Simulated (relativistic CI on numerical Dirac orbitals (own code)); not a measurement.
## Radial parameters of Yb30+

Method of calculation: Dirac-Coulomb-Breit CI, KLI orbitals optimised for each configuration, QED by a radiative potential, unscaled Slater integrals (own radial code, finite nucleus).

Slater integrals F^k, G^k are unscaled and averaged over j, outside the closed core [Ar] 3d10; ζ comes from projecting the Hamiltonian with its Breit term on Σ l·s of the shell.

- 4s²4p⁶4d⁴: F^2(4d,4d) = 214840, F^4(4d,4d) = 146210, ζ(4d) = 42324 cm⁻¹; <r>(4d) = 0.4685, <r^2>(4d) = 0.2507 (bohr units).
- 4s²4p⁵4d⁵: ζ(4p) = 344540, F^2(4d,4d) = 214790, F^4(4d,4d) = 146180, F^2(4p,4d) = 216820, G^1(4p,4d) = 270210, G^3(4p,4d) = 172780, ζ(4d) = 42153 cm⁻¹; <r>(4p) = 0.4632, <r^2>(4p) = 0.2427, <r>(4d) = 0.4685, <r^2>(4d) = 0.2508 (bohr units).
- 4s²4p⁶4d³4f: F^2(4d,4d) = 214710, F^4(4d,4d) = 146120, ζ(4d) = 42289, F^2(4d,4f) = 215290, F^4(4d,4f) = 140540, G^1(4d,4f) = 225210, G^3(4d,4f) = 154540, G^5(4d,4f) = 113360, ζ(4f) = 6694.4 cm⁻¹; <r>(4d) = 0.4688, <r^2>(4d) = 0.2511, <r>(4f) = 0.4464, <r^2>(4f) = 0.2264 (bohr units).

Task: Give the Racah parameters of the d shell in 4s²4p⁶4d⁴.

Result: B = F²/49 − 5F⁴/441 = 2727 cm⁻¹ and C = 35F⁴/441 = 11604 cm⁻¹.

Averages of the first 10 configurations, taken without configuration mixing, which lowers the lowest level and can move excited configurations by several eV; other configurations of the list can lie among them:

```tsv
Configuration	Parity	States	Average energy above the lowest level (eV)
4s²4p⁶4d⁴	even	210	35.2
4s²4p⁵4d⁵	odd	1512	216.0
4s²4p⁶4d³4f	odd	1680	219.3
4s4p⁶4d⁵	even	504	357.9
4s4p⁶4d⁴4f	odd	5880	540.0
4s²4p⁶4d³5s	even	240	397.3
4s²4p⁶4d³5d	even	1200	533.2
4s²4p⁶4d³5g	even	2160	663.1
4p⁶4d⁶	even	210	684.7
4p⁵4d⁷	odd	720	862.5
```
